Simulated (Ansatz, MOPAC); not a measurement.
System: GaH2 (charge 0, doublet). SMILES: [GaH2]

Atoms: Ga1, H2, H3. Bonds: Ga1-H2, Ga1-H3.

Bond lengths (Å) and angles (degrees) optimised at AM1 with MOPAC; PM7 with MOPAC; HF/3-21G with Ansatz (a program for electronic structure); MP2/6-31G* with LANL2DZ past Ar with Ansatz, each started from the B3LYP-D3(BJ)/def2-TZVP structure (Ansatz) of the last column. A row stands for all coordinates that are equal there. 6-31G* holds six Cartesian d functions. No wavenumbers were computed at MP2/6-31G* with LANL2DZ past Ar, so these may be saddle points.

| coordinate | AM1 | PM7 | HF/3-21G | MP2/6-31G* with LANL2DZ past Ar | B3LYP-D3(BJ)/def2-TZVP |
|---|---|---|---|---|---|
| Ga1-H2 | 1.614 | 1.508 | 1.597 | 1.609 | 1.601 |
| H2-Ga1-H3 | 81.9 | 153.5 | 120.2 | 118.9 | 119.9 |

Mean signed difference of all 2 bond lengths from B3LYP-D3(BJ)/def2-TZVP: AM1 0.013 Å, PM7 -0.093 Å, HF/3-21G -0.004 Å, MP2/6-31G* with LANL2DZ past Ar 0.008 Å.
